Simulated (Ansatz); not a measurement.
CdH+, closed-shell singlet (lowest of 2S+1 = 1, 3 at CCSD(T)/def2-TZVPP on PBE0 minima; our sources give no spin for the ground state, which may be another), most abundant isotopes (113.9034 and 1.0078 u). Constants from fifth-degree fits in 1/R to seven points on the lowest solution found; no spin–orbit coupling, no relativity up to Kr; ω_e x_e and α_e move by some per cent with the fit.

Correlated levels freeze the inner cores; with def2 sets outer-core shells near the valence are correlated too. CBS: X⁻³ extrapolation of the correlation energy, Hartree–Fock from the larger set.

Codes used: Ansatz (a first-principles code) with Gaussian orbitals.  In def2 rows elements past Kr take small-core potentials, without spin–orbit coupling.

```json
[
 {"level": "PBE/def2-TZVPP", "r_e (Å)": "1.6684", "ω_e (cm⁻¹)": "1749.4", "ω_e x_e (cm⁻¹)": "30.8", "α_e (cm⁻¹)": "0.174"},
 {"level": "CCSD(T)/CBS(def2-TZVPP, def2-QZVPP)", "r_e (Å)": "1.6648", "ω_e (cm⁻¹)": "1758.9", "ω_e x_e (cm⁻¹)": "32.5", "α_e (cm⁻¹)": "0.176"}
]
```

Problem. Predict ω_e, ω_e x_e, B_e and the fall in zero-point energy on putting deuterium (2.014102 u) for H, at CCSD(T)/CBS(def2-TZVPP, def2-QZVPP).

Solution. 
The curve stays; ρ = √(μ_H/μ_D) = √(0.99899/1.97911) = 0.71047. ω_e scales with ρ: 1250 cm⁻¹; ω_e x_e and B_e with ρ²: 16.4 and 3.073 cm⁻¹. The zero-point energy falls by 251 cm⁻¹, by which D₀ of the deuteride is larger.
